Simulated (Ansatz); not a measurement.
Correlation energies of `O[Si](S)(S)Cl` by basis set

Z-matrix (Å, degrees):
```
Si
S 1 2.111
S 1 2.121 2 114.1
O 1 1.628 2 102.2 3 124.2
Cl 1 2.051 2 113.2 3 -116.7
H 2 1.344 1 92.7 3 49.2
H 3 1.345 1 93.0 2 54.6
H 4 0.960 1 117.5 2 177.3
```

Charge 0, multiplicity 1. The structure was optimised at the PBE0-D4/def2-TZVP level. It is one conformer, not always the lowest. Frozen core, restricted reference, the Gaussian-basis code of Ansatz. CBS rows extrapolate triple and quadruple zeta; past MP2 they add the triple-zeta difference.

| basis | HF (Eh) | MP2 corr. | CCSD corr. | (T) | CCSD(T) total |
| --- | --- | --- | --- | --- | --- |
| def2-SVP | -1619.72218 | -0.67118 | -0.72189 | -0.01844 | -1620.46251 |
| def2-TZVPP | -1620.36909 | -0.89898 | -0.95217 | -0.04186 | -1621.36312 |
| def2-QZVPP | -1620.41695 | -0.98111 | – | – | – |
| CBS(def2) | -1620.42355 | -1.04196 | -1.09515 | as TZ | -1621.56056 |
